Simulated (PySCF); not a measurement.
A structure optimised at PBE0-D3(BJ)/def2-SVP, used in a PySCF frequency run:

```xyz
11

Cl    -2.4065     0.3941     0.0000
Si    -0.6448    -0.7101     0.0000
Si     1.0471     0.0472    -1.4499
N      1.9804     0.3890     0.0000
Si     1.0471     0.0472     1.4499
H     -1.0000    -2.1587     0.0000
H      1.6989    -0.9529    -2.3555
H      0.7164     1.2517    -2.2749
H      2.9268     0.7594     0.0000
H      0.7164     1.2517     2.2749
H      1.6989    -0.9529     2.3555
```

Q: Write its SMILES, formula and point group.

A: Cl[SiH]1[SiH2]N[SiH2]1, ClH₆NSi₃, Cs

Q: What are its rotational constants (standard atomic weights)?

A: 2.9413, 1.3249, 1.0334 GHz
